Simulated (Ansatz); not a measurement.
Geometry optimisation, Ansatz 0.2.0, UHF/def2-SVP.

input.yaml

```yaml
crystal:
  periodic: [false, false, false]
  atoms:
    - { symbol: B, position_ang: [0.0, 0.0, 0.0] }
    - { symbol: Cl, position_ang: [0.0, 0.0, 2.11] }
    - { symbol: Cl, position_ang: [1.6108, 0.0, -0.93] }
    - { symbol: Cl, position_ang: [-1.6108, 0.0, -0.93] }
    - { symbol: H, position_ang: [0.0, 0.0, 3.78] }
magnetization:
  spin_polarized: true
  initial_magnetization: 1
basis:
  gaussian: { orbitals: def2-SVP }
hamiltonian:
  xc: hf
relax:
  f_tol: 0.15
  max_steps: 25
  restrain:
    - { distance: [1, 4], at: 2.57, k: 30.0 }
    - { distance: [0, 1], at: 1.86, k: 30.0 }
```

Command:

```bash
$ ansatz run input.yaml --threads 1 --pin off --max-ram 2048MiB --backend cpu --events-out ev --progress --plain --runs-dir out
```

Question: Where does it end, and by what steps?

Answer: It converged. The restraints hold the end off the free minimum. After 4 steps the energy has fallen by 2.088 eV (the restraints' own energy left out); H5 moved furthest, 0.52 Å.

```csv
step,energy less start (eV),largest force component (eV/Å),accepted
0,0.0000,3.065,yes
1,-1.2417,4.235,yes
2,-2.0297,0.897,yes
3,-2.0927,1.583,yes
4,-2.0877,1.675,yes
```

```xyz
5
Properties=species:S:1:pos:R:3
B 0.000 -0.007 -0.091
Cl 0.000 0.002 1.723
Cl 1.515 0.003 -0.953
Cl -1.515 0.003 -0.953
H 0.000 0.000 4.303
```

Run time: 7.5 s on 1 thread of Arm Neoverse V1, with other jobs on the host, peak memory 0.16 GiB.
